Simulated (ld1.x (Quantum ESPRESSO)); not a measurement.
The numbers below are computed, except where a source is named.
Potentials for nitrogen (N) compared

Generated with ld1.x 7.5 (TM, RRKJ, ultrasoft, PAW), atompaw 4.2 or ONCVPSP 4.0.1. The cutoff is in Ry: for ld1.x and atompaw files where the sum of valence levels is converged to 10 mRy in a Bessel basis, for ONCV files where the hardest occupied wave has 1 mHa per electron of residual kinetic energy. The error is the largest all-electron minus pseudo excitation energy over each file’s own four to seven test configurations (ionisations up to +4, promotions, holes and added fractions of an electron), all of which were solved. The labels leave out finer settings (local radius, basis sizes, second energies), which also bear on the numbers. Spin-polarised tests are not counted. The rows are a selection from randomly drawn settings: files with unsolved tests, undetermined cutoffs or missed reference levels are left out.

```csv
potential,cutoff (Ry),largest error (meV),bound ghosts
"RRKJ, LDA (PZ), scalar-relativistic, rc 0.70/1.25/1.05 (spd), local s, core correction no, reference 2s2 2p3",140,+985,none
"ultrasoft, PBEsol, scalar-relativistic, rc 1.00/1.55 (sp), local smoothed, core correction yes, reference 2s2 2p2.5",30,-39,none
"ultrasoft, PBE, scalar-relativistic, rc 0.80/1.10/1.10 (spd), local smoothed, core correction yes, reference 2s1.5 2p3.5",55,+273,none
"TM, BLYP, scalar-relativistic, rc 1.05/1.40/1.45 (spd), local s, core correction yes, reference 2s2 2p1",70,+312,none
"RRKJ, PBE, scalar-relativistic, rc 1.05/1.45/1.35 (spd), local smoothed, core correction no, reference 2s2 2p3",70,+1246,none
```

(1) Fill in the row for N: TM semilocal, LDA (PZ), scalar-relativistic, rc 1.15/1.35/1.05 (spd), local p, core correction yes, reference 2s2 2p3.

(2) Fill in the row for N: TM, LDA (PZ), non-relativistic, rc 1.05/1.10/1.15 (spd), local s, core correction no, reference 2s2 2p2.

(3) Fill in the row for N: RRKJ, LDA (PZ), scalar-relativistic, rc 0.80/1.15 (sp), local s, core correction no, reference 2s2 2p3.

Results:

(1) cutoff 70 Ry, largest error +852 meV, bound ghosts: none.

(2) cutoff 90 Ry, largest error +654 meV, bound ghosts: none.

(3) cutoff 80 Ry, largest error +830 meV, bound ghosts: none.
